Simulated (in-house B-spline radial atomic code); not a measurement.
Computed with a B-spline radial atomic code. Model: two electrons, singlet ground state, non-relativistic, full CI in B-splines with partial waves to l = 8 (at full coupling up to 3e-4 hartree above the limit, correlation up to 0.6 % small), density held at that of full coupling by Lieb maximisation.

Along the adiabatic connection the electron repulsion is scaled by a coupling λ while a local potential keeps the density fixed. At λ = 0 the system is the Kohn-Sham one and W equals the exchange energy; the exchange-correlation energy is the area under W between 0 and 1. The kinetic energy rises with λ as the electrons avoid each other, with dT/dλ = −λ dW/dλ.

Command:
```bash
python run_ac.py task.json out
```
Settings (lengths in bohr, energies in hartree):
```
potential              yukawa
strength               4.64
lmax                   8
second                 0.0513
```

Run time, properties included: 6.2 s on 1 thread of Intel(R) Xeon(R) Processor @ 2.30GHz, on a shared host.

**W = mean repulsion less Hartree energy, and W of three functionals.**

Given: confinement screened point charge; nuclear charge 4.64; screening of the nucleus 0.0513 1/bohr; external potential -Z exp(-k r)/r.

Computed: LDA exchange minus exact 377.01 millihartree; PBE exchange minus exact 47.46 millihartree.

```json
{"coupling": "0", "W xc (hartree)": "-2.6764", "W xc minus exchange (millihartree)": "0", "kinetic minus Kohn-Sham (millihartree)": "0", "LDA (PW92) W minus its exchange (millihartree)": "0", "PBE W minus its exchange (millihartree)": "0", "SCAN W minus its exchange (millihartree)": "0"}
{"coupling": "0.02", "W xc (hartree)": "-2.6783", "W xc minus exchange (millihartree)": "-1.874", "kinetic minus Kohn-Sham (millihartree)": "0", "LDA (PW92) W minus its exchange (millihartree)": "-14.2", "PBE W minus its exchange (millihartree)": "-1.86", "SCAN W minus its exchange (millihartree)": "-1.84"}
{"coupling": "0.05", "W xc (hartree)": "?", "W xc minus exchange (millihartree)": "?", "kinetic minus Kohn-Sham (millihartree)": "?", "LDA (PW92) W minus its exchange (millihartree)": "?", "PBE W minus its exchange (millihartree)": "?", "SCAN W minus its exchange (millihartree)": "?"}
{"coupling": "0.12", "W xc (hartree)": "-2.6876", "W xc minus exchange (millihartree)": "-11.149", "kinetic minus Kohn-Sham (millihartree)": "0.7", "LDA (PW92) W minus its exchange (millihartree)": "-59.4", "PBE W minus its exchange (millihartree)": "-11.29", "SCAN W minus its exchange (millihartree)": "-10.82"}
{"coupling": "0.25", "W xc (hartree)": "-2.6994", "W xc minus exchange (millihartree)": "-22.973", "kinetic minus Kohn-Sham (millihartree)": "2.9", "LDA (PW92) W minus its exchange (millihartree)": "-102.79", "PBE W minus its exchange (millihartree)": "-23.58", "SCAN W minus its exchange (millihartree)": "-22.11"}
{"coupling": "0.4", "W xc (hartree)": "-2.7127", "W xc minus exchange (millihartree)": "-36.3", "kinetic minus Kohn-Sham (millihartree)": "7.2", "LDA (PW92) W minus its exchange (millihartree)": "-143.88", "PBE W minus its exchange (millihartree)": "-37.66", "SCAN W minus its exchange (millihartree)": "-34.68"}
{"coupling": "0.6", "W xc (hartree)": "-2.73", "W xc minus exchange (millihartree)": "-53.561", "kinetic minus Kohn-Sham (millihartree)": "15.8", "LDA (PW92) W minus its exchange (millihartree)": "-190.24", "PBE W minus its exchange (millihartree)": "-56.1", "SCAN W minus its exchange (millihartree)": "-50.82"}
{"coupling": "0.8", "W xc (hartree)": "-2.7467", "W xc minus exchange (millihartree)": "-70.266", "kinetic minus Kohn-Sham (millihartree)": "27.5", "LDA (PW92) W minus its exchange (millihartree)": "-230.4", "PBE W minus its exchange (millihartree)": "-74.08", "SCAN W minus its exchange (millihartree)": "-66.31"}
{"coupling": "1", "W xc (hartree)": "-2.7629", "W xc minus exchange (millihartree)": "-86.442", "kinetic minus Kohn-Sham (millihartree)": "42", "LDA (PW92) W minus its exchange (millihartree)": "-266.19", "PBE W minus its exchange (millihartree)": "-91.58", "SCAN W minus its exchange (millihartree)": "-81.23"}
{"coupling": "1.4", "W xc (hartree)": "-2.7937", "W xc minus exchange (millihartree)": "-117.3", "kinetic minus Kohn-Sham (millihartree)": "79", "LDA (PW92) W minus its exchange (millihartree)": "-328.53", "PBE W minus its exchange (millihartree)": "-125.1", "SCAN W minus its exchange (millihartree)": "-109.53"}
{"coupling": "2", "W xc (hartree)": "-2.8366", "W xc minus exchange (millihartree)": "-160.16", "kinetic minus Kohn-Sham (millihartree)": "151.7", "LDA (PW92) W minus its exchange (millihartree)": "-406.31", "PBE W minus its exchange (millihartree)": "-171.8", "SCAN W minus its exchange (millihartree)": "-148.64"}
{"coupling": "3", "W xc (hartree)": "-2.9001", "W xc minus exchange (millihartree)": "-223.7", "kinetic minus Kohn-Sham (millihartree)": "309.8", "LDA (PW92) W minus its exchange (millihartree)": "-509.8", "PBE W minus its exchange (millihartree)": "-241.18", "SCAN W minus its exchange (millihartree)": "-206.52"}
{"coupling": "4.5", "W xc (hartree)": "-2.9804", "W xc minus exchange (millihartree)": "-303.97", "kinetic minus Kohn-Sham (millihartree)": "608.8", "LDA (PW92) W minus its exchange (millihartree)": "-628.57", "PBE W minus its exchange (millihartree)": "-329.19", "SCAN W minus its exchange (millihartree)": "-280.09"}
{"coupling": "7", "W xc (hartree)": "?", "W xc minus exchange (millihartree)": "?", "kinetic minus Kohn-Sham (millihartree)": "?", "LDA (PW92) W minus its exchange (millihartree)": "?", "PBE W minus its exchange (millihartree)": "?", "SCAN W minus its exchange (millihartree)": "?"}
{"coupling": "10", "W xc (hartree)": "-3.177", "W xc minus exchange (millihartree)": "-500.57", "kinetic minus Kohn-Sham (millihartree)": "1979.4", "LDA (PW92) W minus its exchange (millihartree)": "-895.77", "PBE W minus its exchange (millihartree)": "-550.52", "SCAN W minus its exchange (millihartree)": "-466.33"}
```

(1) What belongs in the row 0.05?

(2) What belongs in the row 7?

(3) What is the SCAN exchange minus exact?

**Energy parts, natural occupations and partial-wave weights.**

Computed: total energy -18.3135 hartree; exchange energy -2.6764 hartree; initial slope twice GL2 -0.093874 hartree; kinetic part over minus potential part 0.48626; Hartree energy 5.3529 hartree; Kohn-Sham kinetic 18.739 hartree; Lieb Oxford ratio E_xc over LDA exchange 1.1833.

```json
{"natural": "s", "occupation of the shell (electrons)": "1.9974"}
{"natural": "p", "occupation of the shell (electrons)": "0.0014385"}
{"natural": "s", "occupation of the shell (electrons)": "0.00099239"}
{"natural": "d", "occupation of the shell (electrons)": "?"}
{"natural": "p", "occupation of the shell (electrons)": "5.3269e-05"}
{"natural": "s", "occupation of the shell (electrons)": "2.2085e-05"}
```

(4) What belongs in the row d?

```tsv
wave	weight
s	0.9992
p	?
d	4.2099e-05
f	6.1416e-06
g	1.4545e-06
```

(5) What belongs in the row p?

(6) What is the correlation energy?

(7) What is the kinetic part of the DFT correlation energy?

Answers

(1) W xc (hartree): -2.6811; W xc minus exchange (millihartree): -4.673; kinetic minus Kohn-Sham (millihartree): 0.1; LDA (PW92) W minus its exchange (millihartree): -29.94; PBE W minus its exchange (millihartree): -4.68; SCAN W minus its exchange (millihartree): -4.57.

(2) W xc (hartree): -3.0847; W xc minus exchange (millihartree): -408.27; kinetic minus Kohn-Sham (millihartree): 1202; LDA (PW92) W minus its exchange (millihartree): -772.42; PBE W minus its exchange (millihartree): -445.07; SCAN W minus its exchange (millihartree): -377.5.

(3) -4.3056 millihartree.

(4) occupation of the shell (electrons): 7.4931e-05.

(5) weight: 0.00074859.

(6) -0.044409 hartree.

(7) 0.042033 hartree.

Half-way to full coupling W has made 52 % of its drop, against 50 % for a straight line, and second-order (GL2) theory, half the initial slope, overshoots the correlation energy by about 6 %: correlation is weak here. Over couplings 0 to 1 the errors in E_xc come to about +263 millihartree for LDA, +45 millihartree for PBE, -2.0 millihartree for SCAN, so SCAN is nearest. In LDA and PBE and SCAN the errors of exchange and correlation have opposite signs, so the sum is smaller than the larger of the two.
